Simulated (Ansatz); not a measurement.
Relaxation of ClF$_{2}$H$_{4}$NOTi (10 atoms, charge 0, multiplicity 1), to a largest force component of 0.03 eV/Å in at most 50 steps.

Method: Ansatz 0.2.0, RKS PBE0-D4/def2-SVP.

```xyz
10
Properties=species:S:1:pos:R:3
Ti 0.398 -0.428 -0.726
N -0.450 0.097 2.392
H -1.404 -0.179 2.626
H -0.063 0.621 3.178
F 0.973 -0.092 -2.330
O 0.004 1.029 0.067
H -0.269 0.815 1.065
F -1.032 -1.436 -0.705
Cl 1.954 -1.492 0.650
H 0.122 -0.766 2.299
```

**Question.** Where does it end, and by what steps?

**Answer.** The run converged. The force dipped under the threshold on the way, but the program's further checks kept it going. After 16 steps the energy has fallen by 0.170 eV; F8 moved furthest, 1.20 Å.

```csv
step,energy less start (eV),largest force component (eV/Å),accepted
0,0.0000,0.694,yes
1,-0.0916,0.418,yes
2,-0.1125,0.328,yes
3,-0.1276,0.389,yes
4,-0.1373,0.363,yes
5,-0.1517,0.220,yes
6,-0.1587,0.225,yes
7,-0.1570,0.288,no
8,-0.1631,0.024,yes
9,-0.1655,0.077,yes
10,-0.1660,0.182,yes
11,-0.1676,0.118,yes
12,-0.1691,0.015,yes
13,-0.1699,0.035,yes
14,-0.1696,0.086,no
15,-0.1703,0.019,yes
16,-0.1704,0.027,yes
```

```xyz
10
Properties=species:S:1:pos:R:3
Ti 0.317 -0.584 -0.933
N -0.328 0.283 2.639
H -1.150 -0.022 3.159
H 0.071 1.085 3.126
F 1.359 0.349 -1.977
O -0.561 0.454 0.095
H -0.557 0.482 1.145
F -0.782 -1.560 -1.875
Cl 1.505 -1.847 0.472
H 0.358 -0.473 2.666
```

Whether the end is a true minimum wasn't checked by a vibrational analysis.

Run time: 41 s on 4 threads of Arm Neoverse V2, with other jobs on the host, peak memory 0.35 GiB.
